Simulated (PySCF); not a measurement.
Gas-phase reaction: Ge2O2 + 4 GeCl3 ⇌ 6 GeCl2 + 2 O

Method: PySCF energies plus ideal-gas RRHO corrections (1 bar). † marks an energy on the PBE0/def2-TZVP geometry and frequencies. CCSD(T) freezes the core. Open shells (unrestricted): GeCl3 (multiplicity 2), O (multiplicity 3, electronic degeneracy 9); the rest are closed-shell singlets. Spin-orbit splitting is ignored; it lowers the true energy and changes the entropy of O. Ge: all electrons, no relativistic terms. Ge2O2, GeCl3: computed as isolated molecules; such fragments, hydroxides, amides, oligomers or adducts are transient or little studied in the gas. CCSD(T) isn't extrapolated to the basis-set limit. The harmonic model lacks anharmonicity and excited electronic states, which grow with temperature; levels with a mode under 35 cm⁻¹ are left out.

| level | ΔE electronic, kJ | ΔH°(298 K), kJ | ΔS°(298 K), J/K | ΔG°(800 K), kJ |
|---|---|---|---|---|
| CCSD(T)/def2-SVP† | 705 | 689 | 454 | 329 |
| HF/def2-TZVP† | 423 | 407 | 454 | 47 |
| M06-2X/def2-TZVP† | 870 | 855 | 454 | 495 |
| PBE0/def2-QZVP† | 767 | 751 | 454 | 391 |
| r2SCAN/def2-TZVP† | 833 | 817 | 454 | 457 |
ΔH° is lowest at HF/def2-TZVP† and highest at M06-2X/def2-TZVP†. No reference value is set beside these.
